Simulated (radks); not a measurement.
The numbers below are computed, except where a source is named.
All-electron atom: La I in [Xe] 5d2 6s1 (not the ground configuration). Code: a radial shooting solver on a logarithmic mesh with Libxc functionals. Model: Dirac Kohn-Sham, BLYP, spin-unpolarised, spherical densities, finite nucleus; open shells are shared between the two j in proportion to 2j + 1; Fermi nuclear charge, rms radius 4.855 fm.

Normalised radial functions P(r) = r R(r) (large component), r in bohr:

| r | 5d3/2 | 5d5/2 |
|---|---|---|
| 0.002233 | 0.0000 | 0.0000 |
| 0.003552 | 0.0001 | 0.0000 |
| 0.005649 | 0.0002 | 0.0001 |
| 0.008985 | 0.0006 | 0.0004 |
| 0.01429 | 0.0019 | 0.0016 |
| 0.02273 | 0.0063 | 0.0055 |
| 0.03614 | 0.0188 | 0.0170 |
| 0.05749 | 0.0499 | 0.0464 |
| 0.09143 | 0.1075 | 0.1022 |
| 0.1454 | 0.1632 | 0.1585 |
| 0.2313 | 0.1140 | 0.1155 |
| 0.3678 | -0.1053 | -0.0960 |
| 0.585 | -0.2587 | -0.2534 |
| 0.9303 | -0.0142 | -0.0254 |
| 1.48 | 0.4239 | 0.4046 |
| 2.353 | 0.5905 | 0.5813 |
| 3.743 | 0.4411 | 0.4464 |
| 5.952 | 0.2091 | 0.2196 |
| 9.467 | 0.0547 | 0.0606 |
| 15.06 | 0.0060 | 0.0072 |

5d3/2: eigenvalue -2.096 eV, 2 radial nodes at r = 0.303, 0.945 bohr, <r> = 3.20 bohr, 90 % of the charge inside 5.22 bohr. 5d5/2: eigenvalue -1.934 eV, 2 radial nodes at r = 0.307, 0.957 bohr, <r> = 3.29 bohr, 90 % of the charge inside 5.39 bohr.
